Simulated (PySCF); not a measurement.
Estimate the missing entries of this data sheet.

C6H9NSi.
SMILES: `[SiH3]Cc1ccncc1`

Conformer (atom-mapped SMILES and torsion angles): `[SiH3:1][CH2:2][c:3]1[cH:4][cH:5][n:6][cH:7][cH:8]1`: Si1–C2–C3–C4 87°.

```tsv
property	level	value
rotational constants A, B, C	PBE0-D3(BJ)/def2-SVP	4.090, 0.998, 0.906 GHz
dipole moment	wB97X-D/def2-SVPD	?
HOMO energy	wB97X-D/def2-SVPD	-9.29 eV
LUMO energy	wB97X-D/def2-SVPD	?
lowest singlet excitation	TDDFT wB97X-D/def2-SVPD	5.13 eV (242 nm, f = 0.006)
strongest line among the 10 lowest singlet transitions	TDDFT wB97X-D/def2-SVPD	?
lowest triplet excitation (Tamm–Dancoff)	TDA wB97X-D/def2-SVPD	?
static isotropic polarisability	wB97X-D/def2-SVPD	102.8 au
vertical ionisation energy	ΔSCF wB97X-D/def2-SVPD	?
electronic spatial extent ⟨r²⟩ about the centre of nuclear charge	wB97X-D/def2-SVPD	?
13C chemical shifts (computed TMS as zero) by class	GIAO PBE0/pcSseg-1	156.0 (2 C), 153.6 (1 C), 127.6 (2 C), 19.7 (1 C) ppm
1H chemical shifts (computed TMS as zero) by class	GIAO PBE0/pcSseg-1	8.63 (2 H), 6.96 (2 H), 3.95 (3 H), 2.17 (2 H) ppm
isotropic shieldings of nuclei other than C and H, by class	GIAO PBE0/pcSseg-1	-87 (1 N), 408 (1 Si) ppm
```

Electronic properties: PySCF, gas phase, density fitting. Isolated species at its PBE0-D3(BJ)/def2-SVP geometry (one conformer only). NMR classes are plain means over equivalent atoms (diastereotopic ones count apart unless rotation or inversion swaps them), as if these changed places fast; in this geometry the members of some classes differ.

Question: Give the vertical ionisation energy.

Answer: 9.35 eV.

Question: Give the lowest triplet excitation (Tamm–Dancoff).

Answer: 4.30 eV.

Question: Give the dipole moment.

Answer: 2.70 D.

Question: Give the strongest line among the 10 lowest singlet transitions.

Answer: S6 at 6.98 eV (178 nm, f = 0.799).

Question: Give the LUMO energy.

Answer: 0.89 eV.

Question: The electronic spatial extent ⟨r²⟩ about the centre of nuclear charge?

Answer: 1329 bohr².

In atomic units the dipole is 1.06 e·bohr (1 au = 2.5417 D). The ΔSCF ionisation energy exceeds −ε(HOMO) by 0.06 eV with wB97X-D. With B = h/(8π²I), that is 505.379 GHz u Å² over I, the principal moments of inertia are 123.6, 506.5 and 558.0 u Å² (most abundant isotopes); the inertial defect Ic − Ia − Ib is -72.1 u Å² (zero for a rigid planar frame, negative otherwise). The polarisability is 15.24 Å³ as a volume (1 au = 0.148185 Å³), or 1.56 au for each of the 66 electrons.
